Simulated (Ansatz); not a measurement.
Ansatz (a first-principles code) input for F3Sb, SMILES [F][Sb-]([F])[F], charge -1, multiplicity 2, ωB97X-V/def2-SVPD. Coordinates come from a r2SCAN-D4/def2-SVPD optimisation. The geometry has at least one imaginary mode, so it is a saddle point at that level. The def2 effective core potentials stand for the cores of Sb; spin–orbit coupling is left out.

Ansatz 0.2 input:
```yaml
crystal:
  periodic: [false, false, false]
  atoms:
    - {symbol: Sb, position_ang: [0.00000000, 0.00000000, 0.03133632]}
    - {symbol: F, position_ang: [0.00000000, -0.00000000, 2.17609753]}
    - {symbol: F, position_ang: [0.00000000, 1.71957414, -1.17683500]}
    - {symbol: F, position_ang: [0.00000000, -1.71957414, -1.17683500]}
basis:
  gaussian:
    orbitals: def2-SVPD
hamiltonian:
  xc: {name: wB97X-V}
total_charge: -1
magnetization: {spin_polarized: true, initial_magnetization: 1}
```

Output:

```
WARN ansatz: RAYON_NUM_THREADS=1 ignored (pool sized by the plan → 1); use --threads N
Functional definition: wB97X-V
integrals: 0.07 GiB planned
1078 factors; integrals over basis functions are off by at most 1.7e-4 eV
integrals: 0.14 GiB planned
301 factors; integrals over basis functions are off by at most 1.8e-5 eV
mean field: 0.95 GiB planned
mean field evaluation 1: about -14681.1319 eV, gradient 1.6e1 eV
mean field evaluation 2: about -14681.3630 eV, gradient 1.9e1 eV
mean field evaluation 4: about -14682.4057 eV, gradient 5.7e-1 eV
mean field evaluation 8: about -14682.4627 eV, gradient 1.7e-1 eV
mean field evaluation 16: about -14682.4629 eV, gradient 1.4e-4 eV
mean field -14682.46288959 eV, -539.5705590616 hartree, gradient 4.9e-5 eV, S^2 0.753804; 0 other end points of the search recorded, 0 dependent functions left out
reference -14682.46288771 eV, -539.5705589925 hartree; 26, 25 occupied and 75, 76 virtual orbitals, 1078 factors
Total energy: -14682.46288771 eV, -539.5705589925 hartree
```

The calculation finished and met its thresholds.

Cost: about 13 core-seconds (a rough figure).
